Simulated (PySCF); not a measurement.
Question: Give a PBE0-D3(BJ)/def2-SVP geometry of `OCc1cccs1` (2-thiophenemethanol).

Answer: 
```
atom  x, y, z in Å
O1    -2.403   -0.580   -0.755
C2    -1.735    0.105    0.273
C3    -0.247   -0.074    0.239
C4     0.668    0.530   -0.590
C5     1.988    0.031   -0.421
C6     2.061   -0.955    0.530
S7     0.523   -1.271    1.220
H8    -2.110   -1.497   -0.734
H9    -1.967    1.172    0.137
H10   -2.117   -0.177    1.274
H11    0.390    1.308   -1.302
H12    2.856    0.390   -0.976
H13    2.940   -1.500    0.869
```

Orientation and origin are arbitrary. Atoms count from 1 in this order. The 4 C–C bonds span 1.371 Å (C5–C6, aromatic) to 1.498 Å (C2–C3, drawn single), a spread of 0.127 Å. The 5-membered ring C3–C4–C5–C6–S7 has internal angles of 92.5° to 113.1° (sum 540°, against 540° for a flat polygon); it is planar, 0.00 Å rms from its mean plane, widest ring torsion 0°. O1 (alcohol oxygen) is bent (angle 107.7°).

Bonds between heavy atoms (Å): O1–C2 1.404, C2–C3 1.498, C3–C4 1.374, C4–C5 1.422, C5–C6 1.371, C6–S7 1.715, C3–S7 1.730.

Level of theory: PySCF 2.14.0, PBE0-D3(BJ)/def2-SVP geometry optimisation, gas phase.

Point group: C1 (no symmetry element, even within 0.4 Å). No frequency check. One conformer, not necessarily the lowest (H–O1–C2–C3 52°, O1–C2–C3–C4 77°).
